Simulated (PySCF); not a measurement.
# Ionisation energy of Sr²³⁺ by level of theory

Sr²³⁺ [Ne] 3s2 3p3 (4S) → Sr²⁴⁺ [Ne] 3s2 3p2 (3P), as a difference of total energies. Calculation: PySCF 2.14, in an even-tempered Gaussian basis (16 s from 2.7 bohr⁻², ratio 2.5; 11 p from 3.5 bohr⁻², ratio 2.5; 5 d from 15 bohr⁻², ratio 2.7; 4 f from 23 bohr⁻², ratio 2.7); no relativity, point nucleus. Correlated levels: outer shells: 1s2 frozen; virtual orbitals above 40 to 60 times the deepest correlated orbital energy dropped. The calculations carry no spin-orbit coupling.

```json
{"method": "UHF", "ionisation energy (eV)": "1096.8"}
{"method": "MP2 (outer shells)", "ionisation energy (eV)": "1097.3"}
{"method": "SCS-MP2 (outer shells)", "ionisation energy (eV)": "1097.0"}
{"method": "CCSD (outer shells)", "ionisation energy (eV)": "1097.0"}
{"method": "CCSD(T) (outer shells)", "ionisation energy (eV)": "1097.0"}
```

Spin-orbit coupling is strong in these open shells (close to jj coupling). The scalar numbers leave it out and a first-order estimate fails, so it can dominate the gap to the real levels.

All relativistic terms are absent from these numbers, so their closeness to the reference says little about the methods.

For comparison: 1105 ± 4 eV (semi-empirical (NIST evaluation); NIST Atomic Spectra Database, ionization energies).
